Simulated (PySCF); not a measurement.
AlFCl2, SMILES [F][Al]([Cl])[Cl].

The structure is a stationary point at PBE0-D3(BJ)/def2-SVP.

Method: PBE0-D3(BJ)/def2-SVP run with PySCF 2.14.0.

Frequencies are harmonic and unscaled.

Computed harmonic wavenumbers and intensities:
```json
[
 {"mode": "1", "ν (cm⁻¹)": "151", "IR (km/mol)": "7.7", "moving atoms (share of kinetic energy)": "Cl 68 %, Al 18 %, F 13 %"},
 {"mode": "2", "ν (cm⁻¹)": "206", "IR (km/mol)": "24.3", "moving atoms (share of kinetic energy)": "F 62 %, Cl 31 %"},
 {"mode": "3", "ν (cm⁻¹)": "233", "IR (km/mol)": "66.6", "moving atoms (share of kinetic energy)": "Al 74 %, F 15 %, Cl 11 %"},
 {"mode": "4", "ν (cm⁻¹)": "442", "IR (km/mol)": "8.2", "moving atoms (share of kinetic energy)": "Cl 70 %, F 19 %, Al 11 %"},
 {"mode": "5", "ν (cm⁻¹)": "653", "IR (km/mol)": "204.3", "moving atoms (share of kinetic energy)": "Al 69 %, Cl 31 %"},
 {"mode": "6", "ν (cm⁻¹)": "913", "IR (km/mol)": "125.5", "moving atoms (share of kinetic energy)": "F 51 %, Al 48 %"}
]
```
